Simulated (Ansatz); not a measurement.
B2N2. Charge 0, multiplicity 5. Geometry r2SCAN-D4/def2-TZVP; atoms count from 1.

Cartesian coordinates in Å:
```
B 0.337 -0.641 -0.718
B -0.337 0.641 0.719
N 0.686 -0.395 0.674
N -0.686 0.395 -0.674
```

At PBE0-D4/def2-TZVP a triplet of charge 0 lies 2.32 eV below the quintet, each at its own geometry. The structure comes from a short search, and lower isomers may exist.

(1) Estimate the Mulliken populations from the PBE0/def2-TZVP orbitals of Ansatz.

(2) Where does the spin sit?

(3) And the Mayer bond orders between bonded heavy atoms (over 0.3)?

Results:

(1) 
```json
{"atom": "B1", "charge (e)": "0.10", "spin (α − β)": "0.82"}
{"atom": "B2", "charge (e)": "0.10", "spin (α − β)": "0.82"}
{"atom": "N3", "charge (e)": "-0.10", "spin (α − β)": "1.18"}
{"atom": "N4", "charge (e)": "-0.10", "spin (α − β)": "1.18"}
```
Mulliken values and Mayer orders depend strongly on the basis.

(2) Summed by element: B 1.64, N 2.36, of 4 unpaired in all. Largest on single atoms: N3 1.18, N4 1.18, B1 0.82.

(3) B1–B2 0.36 (2.04 Å); B1–N3 1.17 (1.46 Å); B1–N4 1.17 (1.46 Å); B2–N3 1.17 (1.46 Å); B2–N4 1.17 (1.46 Å). Values over 0.3 also appear between atoms too far apart for a bond (N3–N4 0.44 at 2.08 Å); they arise where an orbital or an unpaired electron spreads over both atoms.
